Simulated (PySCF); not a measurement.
A geometry optimisation, step by step.

Species: C2H5BrSi.
Bonds: Br1–Si2, Si2–C3, C3–C4, Si2–C4. Hydrogens: H5 on Si2; H6, H7 on C3; H8, H9 on C4.

Computed by this run: PBE0-D3(BJ)/def2-SVP geometry optimisation, gas phase in PySCF 2.14.0; density fitting, grid level 1; the optimiser is geomeTRIC in internal coordinates, started from a GFN2-xTB structure with every atom displaced at random (about 0.01 Å). The frame can shift and turn from step to step; on so coarse a grid that alone can change the energy by a few meV, and forces under 0.02 eV/Å are noise.

Step 0: E = -80053.2277 eV, largest atomic force 1.742 eV/Å
```
atom  x, y, z in Å  |  force x, y, z in eV/Å
Br1     2.676   -0.087   -1.015   -0.205   0.036   0.171
Si2     0.987    0.010    0.449   -0.532  -0.389  -1.613
C3     -0.638   -0.776   -0.099    1.180   1.010   0.457
C4     -0.577    0.775   -0.157   -0.379  -0.518   1.016
H5      1.510    0.063    1.783    0.179   0.053   0.946
H6     -1.288   -1.205    0.638   -0.544  -0.347   0.619
H7     -0.678   -1.286   -1.041    0.070  -0.436  -0.746
H8     -1.258    1.278    0.532    0.028   0.124   0.281
H9     -0.676    1.210   -1.124    0.202   0.468  -1.131
```

Step 1: E = -80053.2837 eV, largest atomic force 0.934 eV/Å
```
atom  x, y, z in Å  |  force x, y, z in eV/Å
Br1     2.173    1.501   -1.086    0.215  -0.016  -0.147
Si2     0.812    0.571    0.375    0.372  -0.154   0.368
C3     -0.073   -1.001   -0.021   -0.137  -0.549  -0.327
C4     -0.897    0.286   -0.183   -0.730   0.491  -0.315
H5      1.237    0.852    1.764   -0.070   0.106   0.012
H6     -0.452   -1.645    0.789    0.362   0.049  -0.016
H7      0.129   -1.585   -0.936    0.016   0.204   0.226
H8     -1.746    0.421    0.495   -0.057   0.002  -0.005
H9     -1.130    0.616   -1.209    0.030  -0.133   0.203
```

Step 2: E = -80053.3267 eV, largest atomic force 0.212 eV/Å
```
atom  x, y, z in Å  |  force x, y, z in eV/Å
Br1     2.236    1.407   -1.096    0.015  -0.027   0.019
Si2     0.804    0.580    0.380    0.153  -0.146   0.012
C3     -0.076   -0.990   -0.035   -0.194  -0.038   0.024
C4     -0.930    0.300   -0.173   -0.083   0.119  -0.111
H5      1.218    0.880    1.769   -0.058   0.075  -0.005
H6     -0.389   -1.653    0.781    0.122  -0.009   0.033
H7      0.144   -1.552   -0.951    0.011   0.096  -0.013
H8     -1.780    0.427    0.507    0.028  -0.034   0.029
H9     -1.172    0.617   -1.195    0.005  -0.036   0.013
```

Step 3: E = -80053.3338 eV, largest atomic force 0.133 eV/Å
```
atom  x, y, z in Å  |  force x, y, z in eV/Å
Br1     2.255    1.394   -1.086   -0.001  -0.028   0.007
Si2     0.807    0.571    0.376    0.054  -0.056  -0.046
C3     -0.084   -0.990   -0.040   -0.108   0.032   0.071
C4     -0.936    0.303   -0.173    0.061   0.038   0.000
H5      1.203    0.893    1.765   -0.046   0.037   0.004
H6     -0.364   -1.657    0.784    0.018  -0.017   0.009
H7      0.136   -1.542   -0.960    0.018   0.032  -0.050
H8     -1.778    0.432    0.516    0.016  -0.017   0.021
H9     -1.185    0.612   -1.195   -0.012  -0.021  -0.017
```

Step 4: E = -80053.3362 eV, largest atomic force 0.073 eV/Å
```
atom  x, y, z in Å  |  force x, y, z in eV/Å
Br1     2.268    1.389   -1.080   -0.001  -0.035  -0.008
Si2     0.812    0.563    0.371    0.008   0.013  -0.038
C3     -0.090   -0.992   -0.042   -0.020   0.010   0.069
C4     -0.935    0.305   -0.172    0.069   0.019   0.012
H5      1.188    0.907    1.761   -0.025   0.006   0.007
H6     -0.356   -1.662    0.784   -0.023  -0.019  -0.016
H7      0.129   -1.535   -0.967    0.012   0.012  -0.023
H8     -1.769    0.437    0.527    0.005   0.001   0.007
H9     -1.192    0.606   -1.194   -0.026  -0.008  -0.009
```

Step 5: E = -80053.3370 eV, largest atomic force 0.063 eV/Å
```
atom  x, y, z in Å  |  force x, y, z in eV/Å
Br1     2.272    1.386   -1.080    0.009  -0.036  -0.014
Si2     0.815    0.560    0.369   -0.005   0.030  -0.020
C3     -0.092   -0.993   -0.043    0.009  -0.001   0.062
C4     -0.933    0.306   -0.171    0.037   0.015  -0.010
H5      1.177    0.915    1.760   -0.008  -0.004   0.004
H6     -0.357   -1.667    0.781   -0.023  -0.016  -0.022
H7      0.128   -1.532   -0.971    0.008   0.009  -0.006
H8     -1.761    0.440    0.533    0.001   0.005   0.003
H9     -1.195    0.602   -1.193   -0.026  -0.002   0.003
```

Step 6: E = -80053.3376 eV, largest atomic force 0.050 eV/Å
```
atom  x, y, z in Å  |  force x, y, z in eV/Å
Br1     2.276    1.380   -1.080    0.017  -0.035  -0.015
Si2     0.818    0.559    0.368   -0.015   0.029   0.004
C3     -0.092   -0.994   -0.042    0.016  -0.002   0.048
C4     -0.930    0.306   -0.170    0.000   0.011  -0.035
H5      1.168    0.922    1.759    0.009  -0.007   0.000
H6     -0.362   -1.673    0.776   -0.011  -0.011  -0.018
H7      0.132   -1.526   -0.973    0.004   0.008   0.004
H8     -1.753    0.443    0.540    0.001   0.005   0.003
H9     -1.202    0.598   -1.191   -0.018   0.002   0.010
```

Step 7: E = -80053.3380 eV, largest atomic force 0.041 eV/Å
```
atom  x, y, z in Å  |  force x, y, z in eV/Å
Br1     2.280    1.373   -1.081    0.019  -0.032  -0.014
Si2     0.818    0.560    0.368   -0.017   0.020   0.014
C3     -0.091   -0.994   -0.041    0.005   0.003   0.030
C4     -0.929    0.307   -0.170   -0.016   0.006  -0.037
H5      1.162    0.928    1.759    0.015  -0.003  -0.003
H6     -0.366   -1.679    0.770   -0.002  -0.005  -0.009
H7      0.137   -1.520   -0.974    0.003   0.006   0.005
H8     -1.748    0.445    0.545    0.001   0.001   0.004
H9     -1.209    0.596   -1.189   -0.008   0.003   0.010
```

Step 8: E = -80053.3383 eV, largest atomic force 0.034 eV/Å
```
atom  x, y, z in Å  |  force x, y, z in eV/Å
Br1     2.284    1.367   -1.081    0.015  -0.028  -0.012
Si2     0.817    0.563    0.368   -0.012   0.010   0.014
C3     -0.090   -0.993   -0.039   -0.009   0.007   0.013
C4     -0.930    0.307   -0.171   -0.013   0.004  -0.020
H5      1.161    0.931    1.759    0.012   0.002  -0.004
H6     -0.368   -1.683    0.766    0.003  -0.001  -0.001
H7      0.143   -1.514   -0.975    0.002   0.003   0.002
H8     -1.745    0.446    0.548    0.002  -0.001   0.003
H9     -1.217    0.594   -1.189    0.001   0.002   0.004
```

Step 9: E = -80053.3383 eV, largest atomic force 0.031 eV/Å
```
atom  x, y, z in Å  |  force x, y, z in eV/Å
Br1     2.285    1.364   -1.081    0.011  -0.027  -0.012
Si2     0.815    0.564    0.369   -0.006   0.008   0.008
C3     -0.089   -0.993   -0.039   -0.011   0.007   0.006
C4     -0.931    0.306   -0.171   -0.005   0.005  -0.004
H5      1.163    0.932    1.759    0.005   0.004  -0.003
H6     -0.369   -1.684    0.764    0.001   0.001   0.002
H7      0.146   -1.512   -0.975    0.002   0.002   0.001
H8     -1.745    0.445    0.549    0.001  -0.001   0.002
H9     -1.220    0.594   -1.189    0.002   0.002   0.000
```

**Question.** Summarise the path.

**Answer.** The energy falls by 10.68 kJ/mol from step 0 to step 9; nine tenths of that is first reached at step 3. It falls at every step. The largest force goes from 1.742 to 0.031 eV/Å. Among the bonds Si2–H5 changes most, from 1.434 to 1.480 Å; the atoms move by 0.046 Å rms after alignment.

**Question.** Follow the three bonds and two angles with the largest change from start to end.

**Answer.** 
| step | E above end (kJ/mol) | largest force (eV/Å) | Si2–H5 (Å) | Si2–C3 (Å) | C4–H9 (Å) | C4–Si2–H5 (°) | C3–Si2–H5 (°) |
| --- | --- | --- | --- | --- | --- | --- | --- |
| 0 | 10.68 | 1.742 | 1.434 | 1.886 | 1.065 | 126.9 | 126.8 |
| 1 | 5.27 | 0.934 | 1.480 | 1.847 | 1.103 | 125.9 | 120.0 |
| 2 | 1.12 | 0.212 | 1.480 | 1.847 | 1.097 | 125.1 | 121.1 |
| 3 | 0.44 | 0.133 | 1.480 | 1.845 | 1.096 | 124.3 | 121.7 |
| 4 | 0.21 | 0.073 | 1.480 | 1.845 | 1.096 | 123.2 | 122.0 |
| 5 | 0.13 | 0.063 | 1.480 | 1.846 | 1.096 | 122.6 | 122.1 |
| 6 | 0.07 | 0.050 | 1.480 | 1.846 | 1.096 | 122.1 | 122.1 |
| 7 | 0.03 | 0.041 | 1.480 | 1.846 | 1.096 | 121.9 | 122.1 |
| 8 | 0.01 | 0.034 | 1.480 | 1.846 | 1.096 | 122.0 | 122.1 |
| 9 | 0.00 | 0.031 | 1.480 | 1.846 | 1.096 | 122.1 | 122.2 |

The cost below is that of the whole optimisation. Hardware: one thread of an Arm Neoverse V2, no GPU (shared host). Cost: 31 s of wall time, 0.42 GiB resident at most.
